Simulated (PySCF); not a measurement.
**Br (bromine, neutral) across methods**

[Ar] 3d10 4s2 4p5, 2P determinant. Calculation: PySCF 2.14, in ANO-RCC-VTZP (6s5p3d1f, 43 functions); the spin-free X2C one-electron Hamiltonian (Gaussian nucleus).

```tsv
method	E (hartree)	mean ε 4s β (eV)	mean ε 4p α (eV)	mean ε 4p β (eV)	Σ⟨r²⟩ (bohr²)	⟨S²⟩
B3LYP	-2606.260	-21.316	-9.315	-8.524	40.32	0.752
LDA	-2602.481	-19.919	-8.351	-7.581	40.36	0.751
M06-L	-2606.117	-19.798	-8.393	-7.491	39.73	0.755
PBE0	-2605.927	-21.577	-9.631	-8.755	40.02	0.753
wB97X-V	-2606.007	-24.437	-11.997	-11.215	40.09	0.752
r2SCAN	-2606.196	-20.085	-8.644	-7.760	39.92	0.754
PBE	-2605.870	-19.622	-8.240	-7.443	40.30	0.752
UHF	-2604.41752	-26.366	-12.969	-11.777	40.15	0.759
```

Estimate the same row for HSE06.

E (hartree) = -2605.920; mean ε 4s β (eV) = -21.197; mean ε 4p α (eV) = -9.205; mean ε 4p β (eV) = -8.346; Σ⟨r²⟩ (bohr²) = 40.09; ⟨S²⟩ = 0.753.
